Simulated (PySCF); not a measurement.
Vertical excitations of a molecule CH₆ClFSi₂ from TDA-M06-2X/def2-SVPD (PySCF), as energy in eV (oscillator strength): 6.88 (0.047), 7.03 (0.055), 7.60 (0.117), 8.08 (0.356), 8.33 (0.064), 8.43 (0.004), 8.48 (0.022), 8.60 (0.007), 8.66 (0.014), 8.71 (0.037). Lowest triplet (TDA): 6.18 eV. The structure is a stationary point at PBE0-D3(BJ)/def2-SVP. Other conformers were not sampled.

Q: Identify the compound among the candidates.
A) F[Si@H](Cl)C[SiH3]
B) F[C@@H]([SiH3])[SiH2]Cl
C) C[Si@@](F)([SiH3])Cl
D) F[SiH2]C[SiH2]Cl

A: C, C[Si@@](F)([SiH3])Cl
